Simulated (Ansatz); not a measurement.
Basis-set extrapolation for CH₇ClFNSi₂ (`CN([SiH2]F)[SiH2]Cl`) (PBE0-D4/def2-TZVP geometry, frozen core, the Gaussian-basis code of Ansatz). Multiplicity 1, RHF reference.

```csv
,def2-TZVPP,def2-QZVPP
HF,-1233.493176,-1233.534406
MP2 correlation,-1.066525,-1.155681
CCSD(T) correlation,-1.167114,not run
```

Energies in hartree. Use E(X) = E(∞) + A·exp(−7.88·√X) for Hartree–Fock and E(X) = E(∞) + B·X^(−2.97) for correlation, with X = 3 and 4, and add CCSD(T) minus MP2 of the smaller set to the MP2 limit.

Problem. What is the CCSD(T) energy at the basis-set limit?

Solution. HF limit: -1233.534406 + (-0.041230) × 0.13774 = -1233.54009. MP2 limit: -1.155681 + (-0.089156) × 0.74074 = -1.22172. Higher-order term: -1.167114 − (-1.066525) = -0.10059. Total: -1234.86240 hartree, 126.8 kcal/mol below CCSD(T)/def2-TZVPP.
